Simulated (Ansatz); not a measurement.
System: bis(ethenyl)-dimethylsilane, C6H12Si, charge 0, multiplicity 1. 
Structure (B3LYP-D3(BJ)/def2-TZVP (Ansatz, a quantum-chemistry and plane-wave program) minimum search):
```xyz
19

C      1.9594    -1.6934    -0.0602
C      1.6717    -0.4473    -0.4322
Si     0.0448     0.4154    -0.1020
C      0.4008     2.1027     0.6441
C     -0.9005     0.6202    -1.7106
C     -0.9458    -0.6054     1.1100
C     -2.1172    -1.1809     0.8455
H      1.2437    -2.3057     0.4784
H      2.9154    -2.1598    -0.2767
H      2.4415     0.1047    -0.9710
H     -0.5241     2.6571     0.8170
H      1.0308     2.6985    -0.0207
H      0.9212     2.0081     1.5995
H     -1.1228    -0.3460    -2.1671
H     -1.8421     1.1508    -1.5538
H     -0.3093     1.1954    -2.4269
H     -0.5410    -0.7352     2.1130
H     -2.5884    -1.0999    -0.1285
H     -2.6629    -1.7583     1.5850
```

Basis-set convergence of Hartree-Fock and MP2 correlation energies (hartree) with Ansatz. Correlated levels leave the core frozen unless marked. No spin-orbit coupling. No relativistic terms.

```
basis            functions       E(HF)  E(corr, MP2)
---------------  ---------  ----------  ------------
aug-cc-pV(D+d)Z        278  -523.14621      -0.96192
aug-cc-pV(T+d)Z        607         [?]           [?]
```

### Question
Some entries are withheld; supply them.

### Answer

- aug-cc-pV(T+d)Z, E(HF): -523.21875
- aug-cc-pV(T+d)Z, E(corr, MP2): -1.14597
